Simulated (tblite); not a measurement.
A geometry optimisation, step by step.

Species: C5H7BrO2Si.
SMILES with atom numbers: `[CH3:1][SiH2:2][O:3][c:4]1[cH:5][cH:6][c:7]([Br:8])[o:9]1` (hydrogens: H10, H11, H12 on C1; H13, H14 on Si2; H15 on C5; H16 on C6)

Computed with GFN2-xTB (tblite), gas phase: L-BFGS steps from a force-field or distance-geometry start until the largest atomic force falls under 0.01 eV/Å. 7 of its 123 geometries are shown.

Step 0: E = -768.5335 eV, largest atomic force 2.966 eV/Å
```
atom  x, y, z in Å  |  force x, y, z in eV/Å
C1     -3.322    0.076    0.340   -0.804  -1.009  -0.099
Si2    -1.620    0.781    0.158    1.493  -0.143   0.342
O3     -0.545   -0.563   -0.161    0.879   2.679   0.920
C4      0.801   -0.347    0.020   -0.841  -2.701  -0.808
C5      1.736   -1.355   -0.199   -1.495  -0.147  -0.336
C6      2.965   -0.806    0.084    1.509   0.738   0.454
C7      2.722    0.495    0.479    1.845  -1.110  -0.139
Br8     4.113    1.713    1.010   -1.009  -0.268  -0.190
O9      1.426    0.743    0.444   -1.462   1.651   0.284
H10    -3.871    0.306   -0.588   -0.170  -0.030   0.762
H11    -3.238   -1.028    0.372   -0.281   0.543   0.135
H12    -3.857    0.418    1.260    0.391  -0.237  -1.101
H13    -1.282    1.428    1.452    0.193  -0.215  -0.288
H14    -1.504    1.798   -0.895    0.135  -0.221  -0.039
H15     1.542   -2.354   -0.549   -0.084   0.222   0.083
H16     3.929   -1.295    0.030   -0.298   0.248   0.020
```

Step 20: E = -769.1545 eV, largest atomic force 0.099 eV/Å
```
atom  x, y, z in Å  |  force x, y, z in eV/Å
C1     -3.260    0.024    0.301    0.001   0.029   0.000
Si2    -1.560    0.854    0.228   -0.064   0.074   0.002
O3     -0.530   -0.410   -0.056    0.000  -0.014  -0.001
C4      0.782   -0.397    0.023    0.027  -0.013   0.018
C5      1.688   -1.387   -0.217    0.031  -0.048  -0.014
C6      2.966   -0.840    0.068    0.016   0.053   0.020
C7      2.734    0.440    0.454   -0.052   0.018   0.009
Br8     3.866    1.813    1.009   -0.001  -0.068  -0.037
O9      1.410    0.729    0.431   -0.054   0.075   0.020
H10    -3.851    0.277   -0.574    0.036  -0.091  -0.016
H11    -3.189   -1.059    0.372   -0.018   0.059  -0.039
H12    -3.821    0.380    1.160    0.039  -0.025   0.011
H13    -1.196    1.496    1.488    0.022   0.013   0.049
H14    -1.433    1.804   -0.879    0.032  -0.007   0.006
H15     1.475   -2.376   -0.553   -0.026  -0.086  -0.018
H16     3.912   -1.337    0.001    0.009   0.031  -0.009
```

Step 41: E = -769.1636 eV, largest atomic force 0.043 eV/Å
```
atom  x, y, z in Å  |  force x, y, z in eV/Å
C1     -3.241    0.026    0.277   -0.021  -0.010  -0.007
Si2    -1.552    0.874    0.256    0.006  -0.008   0.031
O3     -0.552   -0.421   -0.008    0.019   0.010  -0.002
C4      0.760   -0.406    0.056    0.012  -0.027  -0.008
C5      1.664   -1.394   -0.200    0.025  -0.008  -0.004
C6      2.944   -0.831    0.052    0.007  -0.001  -0.001
C7      2.710    0.448    0.438   -0.015  -0.001  -0.003
Br8     3.863    1.817    0.946    0.009   0.003  -0.007
O9      1.384    0.729    0.446   -0.011  -0.029  -0.021
H10    -3.806    0.229   -0.626   -0.003   0.024  -0.036
H11    -3.144   -1.051    0.368    0.019  -0.026   0.001
H12    -3.837    0.377    1.112   -0.016   0.034   0.003
H13    -1.199    1.478    1.540   -0.012   0.032   0.026
H14    -1.345    1.833   -0.832   -0.027  -0.011   0.018
H15     1.448   -2.389   -0.525    0.004   0.011   0.008
H16     3.896   -1.312   -0.041    0.005   0.005   0.002
```

Step 61: E = -769.1793 eV, largest atomic force 0.051 eV/Å
```
atom  x, y, z in Å  |  force x, y, z in eV/Å
C1     -3.244    0.037    0.156   -0.008   0.007   0.005
Si2    -1.560    0.839    0.463   -0.002  -0.006   0.006
O3     -0.546   -0.448    0.217    0.009   0.003  -0.014
C4      0.767   -0.423    0.178    0.001   0.013  -0.032
C5      1.657   -1.411   -0.123    0.005   0.015  -0.010
C6      2.946   -0.819   -0.035    0.006  -0.027   0.012
C7      2.731    0.475    0.309   -0.028  -0.029   0.032
Br8     3.914    1.878    0.623   -0.013   0.003  -0.003
O9      1.409    0.738    0.448   -0.021  -0.002  -0.021
H10    -3.548    0.136   -0.882    0.012  -0.012   0.008
H11    -3.237   -1.022    0.398    0.009   0.009   0.015
H12    -4.006    0.515    0.761   -0.007   0.012  -0.006
H13    -1.366    1.333    1.827    0.000  -0.019   0.009
H14    -1.239    1.893   -0.500    0.003   0.011  -0.009
H15     1.424   -2.423   -0.381    0.016   0.028   0.021
H16     3.891   -1.290   -0.201    0.020  -0.006  -0.014
```

Step 81: E = -769.1919 eV, largest atomic force 0.039 eV/Å
```
atom  x, y, z in Å  |  force x, y, z in eV/Å
C1     -3.249    0.057    0.157   -0.029  -0.003   0.026
Si2    -1.552    0.812    0.489    0.015  -0.005  -0.011
O3     -0.549   -0.440    0.071   -0.007  -0.003   0.001
C4      0.766   -0.419    0.083   -0.007  -0.004  -0.004
C5      1.671   -1.415   -0.134   -0.003   0.005  -0.014
C6      2.954   -0.820   -0.001   -0.001   0.020  -0.019
C7      2.719    0.485    0.286    0.012   0.012   0.014
Br8     3.877    1.910    0.596    0.005  -0.003   0.004
O9      1.392    0.750    0.345    0.009  -0.002   0.001
H10    -3.455   -0.030   -0.906    0.014  -0.008   0.009
H11    -3.337   -0.935    0.593   -0.011   0.025  -0.012
H12    -4.022    0.683    0.591    0.012  -0.022  -0.022
H13    -1.327    1.121    1.902    0.012   0.014   0.010
H14    -1.261    1.979   -0.344    0.003  -0.020   0.003
H15     1.457   -2.437   -0.362   -0.016  -0.007   0.001
H16     3.907   -1.293   -0.110   -0.008   0.001   0.012
```

Step 102: E = -769.1938 eV, largest atomic force 0.028 eV/Å
```
atom  x, y, z in Å  |  force x, y, z in eV/Å
C1     -3.245    0.054    0.176   -0.012   0.006   0.018
Si2    -1.544    0.810    0.478   -0.022  -0.002   0.015
O3     -0.552   -0.448    0.053   -0.004   0.008  -0.006
C4      0.761   -0.418    0.064   -0.001  -0.012   0.021
C5      1.669   -1.408   -0.167    0.001  -0.004   0.013
C6      2.949   -0.814   -0.005    0.003   0.003  -0.010
C7      2.710    0.484    0.307    0.010  -0.006   0.007
Br8     3.865    1.901    0.662   -0.001  -0.002   0.003
O9      1.382    0.747    0.356    0.005  -0.012  -0.001
H10    -3.432   -0.100   -0.883   -0.009  -0.021   0.017
H11    -3.353   -0.903    0.677    0.002  -0.004  -0.024
H12    -4.016    0.715    0.556   -0.013   0.015  -0.017
H13    -1.300    1.142    1.883    0.014   0.005  -0.013
H14    -1.254    1.955   -0.384   -0.001   0.026  -0.004
H15     1.449   -2.424   -0.416    0.025   0.001  -0.004
H16     3.904   -1.286   -0.102    0.004   0.001  -0.015
```

Step 122: E = -769.1971 eV, largest atomic force 0.010 eV/Å
```
atom  x, y, z in Å  |  force x, y, z in eV/Å
C1     -3.250    0.050    0.201   -0.005   0.003   0.000
Si2    -1.544    0.815    0.453   -0.001   0.005  -0.003
O3     -0.552   -0.456    0.067    0.000  -0.009   0.000
C4      0.762   -0.428    0.079   -0.003   0.004   0.001
C5      1.674   -1.397   -0.219    0.002  -0.001  -0.004
C6      2.953   -0.805   -0.036   -0.004  -0.001   0.006
C7      2.710    0.470    0.359   -0.001  -0.002  -0.004
Br8     3.856    1.871    0.793    0.010   0.001   0.000
O9      1.380    0.721    0.435   -0.002   0.006   0.002
H10    -3.400   -0.273   -0.826    0.003   0.000   0.002
H11    -3.404   -0.814    0.842    0.004   0.000   0.001
H12    -4.020    0.777    0.435    0.001  -0.004  -0.002
H13    -1.282    1.214    1.837   -0.001  -0.002   0.003
H14    -1.264    1.925   -0.459   -0.004   0.000   0.000
H15     1.464   -2.398   -0.528    0.001   0.001  -0.002
H16     3.909   -1.263   -0.177    0.001  -0.001   0.001
```

**Question.** Summarise the path.

**Answer.** The energy falls by 0.6636 eV from step 0 to step 122; nine tenths of that is first reached at step 10. It falls at every step. The largest force goes from 2.966 to 0.010 eV/Å. Among the bonds Si2–O3 changes most, from 1.750 to 1.658 Å; the atoms move by 0.405 Å rms after alignment.

The cost below is that of the whole relaxation. The run took 1.1 s on one thread, Arm Neoverse V1 (aarch64), shared host with 32 logical CPUs at a one-minute load of 25.
